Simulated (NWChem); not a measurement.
System meant: C3H7NSi; SMILES C=C=C[SiH2]N

Here is an NWChem input.

```
start job
memory heap 200 mb stack 900 mb global 1100 mb
geometry units angstroms noautosym nocenter noautoz
  C     -0.623009    -2.514583     0.000048
  C      0.239665    -1.528456     0.001024
  C      1.061420    -0.509306     0.001963
  Si     0.432641     1.266583    -0.000054
  N     -1.287834     1.435445    -0.001950
  H     -0.990071    -2.946697     0.936816
  H     -0.986746    -2.947883    -0.937481
  H      2.143501    -0.708115     0.004142
  H      0.969689     1.944642    -1.219202
  H      0.967775     1.946305     1.218989
  H     -1.798054     1.154404    -0.832925
  H     -1.800282     1.152038     0.826900
end
basis spherical
  * library def2-svp
end
dft
  xc m06-l
  iterations 150
end
property
  shielding 9 1 2 3 4 5 6 8 9 11
end
task dft property
```

End of the output:

```
 Vector   26  Occ=0.000000D+00  E= 3.648693D-02
              MO Center= -3.7D-01,  1.0D+00, -1.2D-03, r^2= 4.7D+00
   Bfn.  Coefficient  Atom+Function         Bfn.  Coefficient  Atom+Function
  ----- ------------  ---------------      ----- ------------  ---------------
    63      1.204597   5 N  s                53      0.913500   4 Si px
   101     -0.467879  11 H  s               106     -0.467052  12 H  s
    17      0.337602   2 C  s                54      0.287835   4 Si py
    91     -0.242746   9 H  s                96     -0.242135  10 H  s
    31     -0.231626   3 C  s                22      0.219838   2 C  py

 center of mass
 --------------
 x =   0.01558651 y =   0.01109200 z =   0.00010713

 moments of inertia (a.u.)
 ------------------
         768.616532789372          -4.697608649411          -0.267946900342
          -4.697608649411         244.588713845476           0.287762461370
          -0.267946900342           0.287762461370         969.250286861207

     Multipole analysis of the density
     ---------------------------------

     L   x y z        total         alpha         beta         nuclear
     -   - - -        -----         -----         ----         -------
     0   0 0 0     -0.000000    -23.000000    -23.000000     46.000000

     1   1 0 0     -0.388036      0.168428      0.168428     -0.724891
     1   0 1 0     -0.361334     -0.238210     -0.238210      0.115086
     1   0 0 1     -0.000846     -0.001409     -0.001409      0.001971

     2   2 0 0    -26.073157    -81.891457    -81.891457    137.709758
     2   1 1 0      1.174615     -4.086481     -4.086481      9.347576
     2   1 0 1      0.004012     -0.076410     -0.076410      0.156831
     2   0 2 0    -31.214319   -227.190933   -227.190933    423.167548
     2   0 1 1     -0.002125      0.077189      0.077189     -0.156503
     2   0 0 2    -27.958854    -24.882749    -24.882749     21.806645

          -----------------------------------------
          Chemical Shielding Tensors (GIAO, in ppm)
          -----------------------------------------

 ------------------------------------------------------------------------
  xm06: d2 not coded                    0
 ------------------------------------------------------------------------
 ------------------------------------------------------------------------
  current input line :
    27: task dft property
 ------------------------------------------------------------------------
 ------------------------------------------------------------------------
 This error has not yet been assigned to a category
 ------------------------------------------------------------------------
 For more information see the NWChem manual at https://nwchemgit.github.io

0: xm06: d2 not coded:Received an Error in Communication
```

Q: Find the fault in this run and fix the input.

A: The program stopped with an error. Cause: this functional's second derivatives, which shieldings need, aren't coded here; the fix takes a hybrid GGA instead. This input runs:
```
start job
memory heap 200 mb stack 900 mb global 1100 mb
geometry units angstroms noautosym nocenter noautoz
  C     -0.623009    -2.514583     0.000048
  C      0.239665    -1.528456     0.001024
  C      1.061420    -0.509306     0.001963
  Si     0.432641     1.266583    -0.000054
  N     -1.287834     1.435445    -0.001950
  H     -0.990071    -2.946697     0.936816
  H     -0.986746    -2.947883    -0.937481
  H      2.143501    -0.708115     0.004142
  H      0.969689     1.944642    -1.219202
  H      0.967775     1.946305     1.218989
  H     -1.798054     1.154404    -0.832925
  H     -1.800282     1.152038     0.826900
end
basis spherical
  * library def2-svp
end
dft
  xc pbe0
  iterations 150
end
property
  shielding 9 1 2 3 4 5 6 8 9 11
end
task dft property
```
It converges to -462.18796 Ha (PBE0/def2-SVP, GIAO).
